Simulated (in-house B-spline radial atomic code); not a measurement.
Values are calculated unless marked as measured or tabulated.
# Hf in an electron gas of r_s = 3.6: phase shifts, screening and friction

A nucleus sits in a uniform electron gas with a rigid positive background. The Kohn-Sham equations are solved self-consistently in the spin-unpolarised LDA (PW92), non-relativistic, on B-splines with outgoing waves at the boundary and partial waves to l = 8. The model has no lattice, no bands and no magnetic solution. Atomic units; δ_l are the phase shifts at the Fermi level, counted so that each bound state adds π, and good to about 0.0005. Heavy atoms are models without relativity. A narrow, partly filled d or f resonance in a thin gas would split by spin, so such rows rest on a solution that is probably unstable.

The density parameter is r_s = 3.6 bohr.

```tsv
l	δ_l (rad)
0	15.8176
1	12.5945
2	7.5608
3	3.1026
4	-0.0035
5	-0.0002
6	-0.0004
7	-0.0003
8	-0.0003
```

Bound levels below the band bottom (hartree): p -12.63, d -7.332, s -1.708, p -0.9096, f -0.5271 and deeper ones.

Check the Friedel sum rule, and say where the screening charge sits.

k_F = (9π/4)^(1/3)/r_s = 0.53310. The rule is Z = (2/π) Σ (2l + 1) δ_l. The terms are s 10.070, p 24.054, d 24.067, f 13.826 and -0.031 beyond, in all 71.986 against Z = 72. Bound states hold 10 s, 24 p, 20 d and 14 f electrons, so the scattering states carry 3.99 in all; where a term is smaller than its bound count, the bound level has drawn weight out of the band.

Find the transport cross section and the electronic stopping of a 10 keV Hf ion (mass 178.49 u).

σ_tr = (4π/k_F²) Σ (l + 1) sin²(δ_l − δ_(l+1)). The terms for l = 0 to 3 are 0.0066, 1.8005, 2.8103, 0.0050, all together 4.6226, so σ_tr = 44.217 × 4.6226 = 204.397 bohr². With n = 3/(4π r_s³) = 0.005117, the friction coefficient is Q = n k_F σ_tr = 0.5576. For v well below v_F = 0.533, dE/dx = Q v; with 24801 eV per u at v = 1, v = √(10000/(24801 × 178.49)) = 0.0475, so dE/dx = 0.02650 hartree/bohr = 13.6 eV/nm. The largest term couples the d and f waves.
